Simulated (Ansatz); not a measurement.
Reaction (formal exchange of groups at the Se–Ga bond): `[SiH3][Se][GaH2]` + `[Cl][GaH2]` → `[SiH3][Se][GaH][Cl]` + `[GaH3]`

Calculated with Ansatz (gas phase, PBE0-D4/def2-TZVP geometries, no zero-point term in ΔE). CBS: MP2 limit from def2 TZ/QZ plus the TZ coupled-cluster correction, frozen cores. DFT in def2-TZVPP. B3LYP here is the variant with VWN-RPA as its local correlation; programs differ in this. HSE06 is defined as in plane-wave codes. For Ga, Se outer-core shells are correlated without core-valence functions, which leaves a few kJ/mol of doubt a bond. Scalar relativity is left out up to krypton. Each species was taken in one conformer, which may not be the lowest.

```tsv
level	ΔE (kcal/mol)	difference from CCSD(T)/CBS
LDA (SPW92)	3.0	0.4
PBE-D4	2.7	0.1
revPBE-D4	2.4	-0.2
BLYP-D4	2.5	-0.1
r2SCAN-D4	2.8	0.2
B97M-V	2.5	-0.1
B3LYP-D4	2.5	-0.1
r2SCANh-D4	2.8	0.2
r2SCAN0-D4	2.7	0.1
HSE06-D4	2.6	0.0
CAM-B3LYP-D4	2.5	-0.1
ωB97M-V	2.6	0.0
PBE-QIDH	2.6	0.0
PBE	3.0	0.4
revPBE	3.0	0.4
BLYP	3.1	0.5
r2SCAN	2.9	0.3
PBE0	2.9	0.3
B3LYP	3.0	0.4
r2SCANh	2.9	0.3
r2SCAN0	2.9	0.3
HSE06	2.9	0.3
CAM-B3LYP	2.9	0.3
LC-ωPBE	2.8	0.2
RPA@PBE/def2-TZVPP	2.5	-0.1
HF/def2-SVP	3.0	0.4
MP2/def2-SVP	2.2	-0.4
CCSD/def2-SVP	2.5	-0.1
CCSD(T)/def2-SVP	2.4	-0.2
HF/def2-TZVPP	2.9	0.3
MP2/def2-TZVPP	2.3	-0.3
SCS-MP2/def2-TZVPP	2.4	-0.2
CCSD/def2-TZVPP	2.6	0.0
CCSD(T)/def2-TZVPP	2.5	-0.1
HF/def2-QZVPP	2.9	0.3
MP2/def2-QZVPP	2.4	-0.2
SCS-MP2/def2-QZVPP	2.5	-0.1
HF/CBS(def2)	2.9	0.3
MP2/CBS(def2)	2.5	-0.1
CCSD/CBS(def2)	2.8	0.2
CCSD(T)/CBS	2.6	0
```

Largest T1 diagnostic among the species: 0.013.

Leaving LDA and LC-ωPBE aside and taking each functional with its dispersion term where it has one, the values, not all of them listed here, spread over 0.5 kcal/mol, from BHLYP-D4 to r2SCAN-D4.

CCSD(T)/CBS has its own doubt, a few kJ/mol and more with outer-core shells, so smaller differences from it don't rank the levels.
